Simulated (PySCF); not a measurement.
3-methylbut-3-enal (C₅H₈O), SMILES C=C(C)CC=O. Atoms are numbered in the order given.

```xyz
14

C     -1.8956     0.6197     0.7662
C     -0.9632     0.1171    -0.0499
C     -1.0889    -1.2315    -0.7110
C      0.3272     0.8620    -0.3348
C      1.4568     0.2168     0.4451
O      2.3365    -0.4413    -0.0459
H     -1.7804     1.6053     1.2287
H     -2.8116     0.0648     0.9921
H     -0.2219    -1.8700    -0.4729
H     -1.1068    -1.1208    -1.8083
H     -2.0052    -1.7524    -0.3983
H      0.5838     0.8204    -1.4050
H      0.2362     1.9134    -0.0181
H      1.3960     0.3648     1.5552
```

The structure is a stationary point at ωB97X-D3(BJ)/def2-SVP. Other conformers were not sampled.

Level of theory: ωB97X/def2-TZVP run with PySCF.

Atomic charges (e):

```tsv
atom	Mulliken	IAO
C1	-0.30	-0.33
C2	0.00	0.04
C3	-0.35	-0.42
C4	-0.14	-0.31
C5	0.12	0.29
O6	-0.30	-0.40
H7	0.12	0.14
H8	0.13	0.14
H9	0.14	0.15
H10	0.13	0.15
H11	0.12	0.14
H12	0.12	0.15
H13	0.13	0.15
H14	0.09	0.10
```

Computed Mayer and Wiberg (Löwdin basis) orders of the bonds:
```json
[
 {"bond": "C1–C2", "Mayer": "1.88", "Wiberg": "2.05"},
 {"bond": "C2–C3", "Mayer": "0.97", "Wiberg": "1.23"},
 {"bond": "C2–C4", "Mayer": "0.92", "Wiberg": "1.13"},
 {"bond": "C4–C5", "Mayer": "0.90", "Wiberg": "1.22"},
 {"bond": "C5–O6", "Mayer": "2.10", "Wiberg": "2.79"},
 {"bond": "C1–H7", "Mayer": "0.98", "Wiberg": "0.89"},
 {"bond": "C1–H8", "Mayer": "0.97", "Wiberg": "0.89"},
 {"bond": "C3–H9", "Mayer": "0.96", "Wiberg": "0.89"},
 {"bond": "C3–H10", "Mayer": "0.97", "Wiberg": "0.89"},
 {"bond": "C3–H11", "Mayer": "0.99", "Wiberg": "0.89"},
 {"bond": "C4–H12", "Mayer": "0.96", "Wiberg": "0.83"},
 {"bond": "C4–H13", "Mayer": "0.98", "Wiberg": "0.82"},
 {"bond": "C5–H14", "Mayer": "0.96", "Wiberg": "0.87"}
]
```
